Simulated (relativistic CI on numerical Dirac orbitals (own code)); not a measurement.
# Mn5+: L2,3 absorption edge

Computed with this model: Dirac-Coulomb-Breit CI, KLI orbitals optimised for each configuration, model QED (radiative potential, 1s self-energy scaled to tabulated hydrogen-like ionisation energies), valence Slater integrals scaled by 0.9, multiplet model of core-to-valence dipole absorption; configurations [Ar] 3d2 → [He] 2s2 2p5 3s2 3p6 3d3; 300 K; Lorentzian 0.24 eV and Gaussian 0.3 eV FWHM. Energies are those of the free ion, without screening or charge transfer. The branching ratio is the share of the lower-energy edge in the whole absorption, uncertain by about 0.02 where the edges overlap. S is read from ⟨S²⟩ = S(S + 1).

Field parameters in Wybourne normalisation: D3d B²₀ = −7Dσ, B⁴₀ = −14Dq − 21Dτ, B⁴₃ = −14√(10/7) Dq. The field is a parameter set, without covalency.

Computed curve for D3d, 10Dq = 30050, Dσ = -1200, Dτ = -230 cm⁻¹, scaled to 100 at the maximum (points under 2 are left out and the grid is thinned):

(Energy (eV), Intensity): (646.5, 2.8), (646.9, 8.7), (647.3, 3.8), (647.7, 5.3), (648.1, 2.1), (648.4, 2.7), (648.8, 9.3), (649.2, 22.9), (649.6, 19.1), (650.0, 19.9), (650.4, 22.1), (650.8, 17.5), (651.2, 31.1), (651.6, 31.4), (652.0, 17.1), (652.3, 17.6), (652.7, 25.8), (653.1, 51.3), (653.5, 63.1), (653.9, 97.7), (654.3, 73.7), (654.7, 54.7), (655.1, 60.5), (655.5, 45.7), (655.9, 31.9), (656.2, 21.2), (656.6, 21.6), (657.0, 19.3), (657.4, 32.1), (657.8, 22.2), (658.2, 30.9), (658.6, 42.8), (659.0, 13.5), (659.4, 8.6), (659.8, 16.3), (660.1, 24.9), (660.5, 24.3), (660.9, 35.2), (661.3, 30.5), (661.7, 41.6), (662.1, 64.2), (662.5, 81.3), (662.9, 63.7), (663.3, 28.7), (663.7, 28.8), (664.0, 41.2), (664.4, 75.3), (664.8, 61.9), (665.2, 57.0), (665.6, 56.0), (666.0, 33.5), (666.4, 14.0), (666.8, 9.7), (667.2, 12.6), (667.6, 7.6), (667.9, 5.7), (668.3, 2.7), (668.7, 2.3), (669.1, 2.9), (669.5, 2.3)

The ground state has S = 1.00, and the centroid lies at 658.51 eV.
